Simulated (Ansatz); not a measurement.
Spectroscopic constants of HfSb, multiplicity 4 (an upper state: multiplicity 2 came lower at PBE0/def2-TZVPP). No spin–orbit coupling.

The constants come from a fifth-degree fit in 1/R (seven points, main isotopes). In def2 and cc sets the state is the lowest found near the PBE0 minimum, followed along R.

The values were computed with Ansatz (a program for electronic structure) with Gaussian orbitals. Values without a source in brackets are computed. In def2 rows elements past Kr take small-core potentials, without spin–orbit coupling.

| level | r_e (Å) | ω_e (cm⁻¹) | B_e (cm⁻¹) | ω_e x_e (cm⁻¹) | dipole (D) |
|---|---|---|---|---|---|
| PBE/def2-TZVPP | 2.677 | 202 | 0.0325 | 0.35 | 3.84 |
| PBE0/def2-TZVPP | 2.656 | 211 | 0.0330 | 0.36 | 4.61 |
| wB97X-V/def2-TZVPP | 2.651 | 212 | 0.0332 | 0.45 | 5.18 |
